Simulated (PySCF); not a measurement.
# Telling isomers of C$_{5}$H$_{7}$FSi apart by NMR

Level of theory: σ from GIAO-PBE0/pcSseg-1, structure optimised with GFN2-xTB, in PySCF 2.14 (fast rotation and ring inversion assumed for equivalent nuclei, non-relativistic Hamiltonian, one conformer, isolated molecule).

Scale: TMS for $^{1}$H (σref 31.72) and $^{13}$C (σref 186.93) (reference shieldings calculated alike). Splittings of carbon signals by F and P are missing where no couplings were computed. Where no couplings were computed, multiplicities follow the n + 1 count of equivalent neighbours, and m marks all less simple cases (inequivalent or close neighbours, rings, F or P nearby). Shifts are as computed. Against solution values, carbons near 30 ppm lie about +3 ppm off and those near 130 ppm about +5 ppm. Of 1211 compounds with measured shifts, 218 miss one by over three times the rms of a fit or turn the order of signals round; such compounds aren't used in these exercises.

(1) Tabulate the signals of `FCC1=CC=C[SiH2]1`, `C#C[C@@H]1C[SiH2][C@@H]1F`, `CC1=C(F)C=C[SiH2]1` and their relative energies.

(2) What is the quickest way to tell FCC1=CC=C[SiH2]1 from CC1=C(F)C=C[SiH2]1?

(3) What is the quickest way to tell FCC1=CC=C[SiH2]1 from C#C[C@@H]1C[SiH2][C@@H]1F?

(4) What is the quickest way to tell C#C[C@@H]1C[SiH2][C@@H]1F from CC1=C(F)C=C[SiH2]1?

## Answers

(1) 
```json
{"SMILES": "FCC1=CC=C[SiH2]1", "carbon types": "1×C 3×CH 1×CH2", "δC": "157.3, 156.2, 143.5, 133.1, 88.6", "δH": "7.29 (m, 1H), 6.76 (m, 1H), 6.20 (m, 1H), 5.78 (m, 2H), 4.72 (m, 2H)", "E rel. (kcal/mol)": "6.7"}
{"SMILES": "C#C[C@@H]1C[SiH2][C@@H]1F", "carbon types": "1×C 3×CH 1×CH2", "δC": "88.9, 88.1, 82.7, 35.8, 11.0", "δH": "5.29 (m, 1H), 5.05 (m, 1H), 4.81 (m, 1H), 3.78 (m, 1H), 1.93 (d, 1H), 1.44 (m, 1H), 1.40 (m, 1H)", "E rel. (kcal/mol)": "46.6"}
{"SMILES": "CC1=C(F)C=C[SiH2]1", "carbon types": "2×C 2×CH 1×CH3", "δC": "174.4, 153.6, 131.8, 115.1, 13.4", "δH": "7.06 (m, 1H), 6.14 (m, 1H), 4.59 (m, 2H), 2.10 (s, 3H)", "E rel. (kcal/mol)": "0.0"}
```

Energies are electronic energies at PBE0/pcSseg-1 on these geometries, without zero-point or thermal terms, each for the one conformer computed, which needn't be the lowest.

(2) Both give the same number of carbon signals, but DEPT or the intensities differ. The first has an allylic sp3 CH2 bonded to F at 88.6 ppm, the second an allylic methyl carbon (CH3) at 13.4 ppm. Their most deshielded carbons lie at 157.3 and 174.4 ppm.

(3) Both give the same number of carbon signals, with the same numbers of each carbon type, so the positions decide. The first has a fully substituted alkene carbon (C) at 157.3 ppm, the second an alkyne carbon (C) at 88.1 ppm. Their most deshielded carbons lie at 157.3 and 88.9 ppm. In the proton spectra the most deshielded non-exchanging signals are 7.29 (m, 1H) and 5.29 (m, 1H).

(4) Both give the same number of carbon signals, but DEPT or the intensities differ. The first has a propargylic sp3 CH at 35.8 ppm, the second a fully substituted alkene carbon (C) at 174.4 ppm. Their most deshielded carbons lie at 88.9 and 174.4 ppm. In the proton spectra the most deshielded non-exchanging signals are 5.29 (m, 1H) and 7.06 (m, 1H).
